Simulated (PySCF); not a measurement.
Isomers of C4H11BOSi, from PySCF, PBE0-D3(BJ)/def2-SVP geometry optimisation, gas phase. One conformer each, no zero-point energy, no frequencies.

Question: Which is lower in electronic energy at this level?
A. `[SiH3:1][O:2][C@H:3]1[BH:4][CH2:5][CH2:6][CH2:7]1` with Si1–O2–C3–B4 166°, O2–C3–B4–C5 149°, C3–B4–C5–C6 7°, B4–C5–C6–C7 -29°, C5–C6–C7–C3 40°: A = 5755, B = 1143, C = 1004 MHz, dipole 1.49 D
B. `[CH2:1]=[CH:2][O:3][SiH2:4][B:5]([CH3:6])[CH3:7]` with C1–C2–O3–Si4 6°, C2–O3–Si4–B5 65°, O3–Si4–B5–C6 15°: A = 3049, B = 1304, C = 1139 MHz, dipole 1.80 D

Answer: A. That is `[SiH3]O[C@H]1BCCC1`, 4.8 kcal/mol below the other.

```json
{"SMILES": "[SiH3]O[C@H]1BCCC1", "mapped SMILES": "[SiH3:1][O:2][C@H:3]1[BH:4][CH2:5][CH2:6][CH2:7]1", "E (Eh)": "-547.91897", "relative (kcal/mol)": "0.0", "relative (kJ/mol)": "0.0", "dipole (D)": "1.49"}
{"SMILES": "C=CO[SiH2]B(C)C", "mapped SMILES": "[CH2:1]=[CH:2][O:3][SiH2:4][B:5]([CH3:6])[CH3:7]", "E (Eh)": "-547.91133", "relative (kcal/mol)": "4.8", "relative (kJ/mol)": "20.1", "dipole (D)": "1.80"}
```

As drawn, the higher has a C=C bond outside aromatic rings, which the lower lacks.
